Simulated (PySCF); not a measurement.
Re(O)3(Me) (CH3O3Re), SMILES [CH3][Re](=[O])(=[O])=[O], multiplicity 1.

Geometry: PBE-D3(BJ)/def2-SVP. The multiplicity is an assumed one; no other spin state was optimised. The isomer is the one that the SMILES or the coordinates give; other isomers of the formula were not compared. The def2 effective core potentials stand for the cores of Re; spin–orbit coupling is left out.

All values below come from PBE-D3(BJ)/def2-SVP (PySCF).

Frequencies are harmonic and unscaled.

Modes within 1.5 cm⁻¹ of each other (mostly degenerate sets) share a row, with their intensities summed.

Computed normal modes with their intensities:
```tsv
mode	ν (cm⁻¹)	IR (km/mol)	moving atoms (share of kinetic energy)
1	189	0.0	H 98 %
2–3	205	0.2	O 45 %, C 28 %, H 20 %
4	258	10.9	O 83 %, Re 14 %
5–6	318	4.4	O 94 %
7	566	18.0	C 71 %, H 20 %, Re 9 %
8–9	707	3.2	H 80 %, C 18 %
10–11	971	250.5	O 87 %, Re 12 %
12	994	18.1	O 98 %
13	1178	2.0	H 80 %, C 20 %
14–15	1351	24.4	H 95 %
16	2972	7.4	H 98 %
17–18	3089	2.1	H 90 %, C 10 %
```
